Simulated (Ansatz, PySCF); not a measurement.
Gas-phase reaction (SMILES): SS (H2S2) -> [S]S + H atom; the H-S bond at the site shown breaks (other sites are not compared here).

Structures are relaxed separately at B3LYP-D3(BJ)/def2-TZVP in Ansatz (a quantum-chemistry and plane-wave program), one conformer each, not searched for the lowest. Correlated levels leave the core frozen unless marked. UHF or UKS for open shells. No spin-orbit coupling. No relativistic terms. CBS marks a two-point X^-3 extrapolation of the correlation energy; Hartree-Fock from the larger set. Thermal terms are rigid-rotor harmonic-oscillator values from B3LYP-D3(BJ) frequencies (PySCF) at 298.15 K and 1 atm. 1 Eh = 627.5095 kcal/mol. Atoms have translation alone. Electronic entropy comes from spin alone.

| species | E, CCSD(T)/CBS(def2-TZVPPD,def2-QZVPPD) (Ansatz) (Eh) | E, r2SCAN-D4/def2-TZVPD (Ansatz + dftd4) (Eh) | H - E (Eh) | G - E (Eh) |
|---|---|---|---|---|
| SS (H2S2) | -796.73858 | -797.55544 | 0.02260 | -0.00601 |
| [S]S | -796.11364 | -796.93816 | 0.01321 | -0.01570 |
| H atom | -0.49998 | -0.49993 | 0.00236 | -0.01065 |

Q: Work out ΔE and ΔH, ΔG, ΔS and the equilibrium constant at 298.15 K at the first level, then ΔH at the second.

A: 
1. ΔE = [(-796.11364) + (-0.49998)] - [(-796.73858)] = 0.12496 Eh = 78.4 kcal/mol at CCSD(T)/CBS(def2-TZVPPD,def2-QZVPPD).
2. The terms H - E add up to -0.00703 Eh, so ΔH = (0.12496 + (-0.00703))×627.5095 = 74.0 kcal/mol.
3. The terms G - E add up to -0.02034 Eh, so ΔG = 65.7 kcal/mol, and ΔS = (-0.00703 - (-0.02034))×627509.5/298.15 = 28.0 cal/(mol K).
4. log10 K = -ΔG/(RT ln 10) = -48.2, with RT ln 10 = 1.3642 kcal/mol.
5. With ΔH and ΔS taken as constant, ΔG changes sign near ΔH/ΔS = 2640 K, a rough figure that leaves out heat capacities.
6. At r2SCAN-D4/def2-TZVPD the same steps give ΔE = 73.6 and ΔH = 69.2 kcal/mol, a shift of -4.8 from the first level.
7. These values are not checked against measurement here, since the tables used lack a sound gas-phase enthalpy of formation for at least one species.
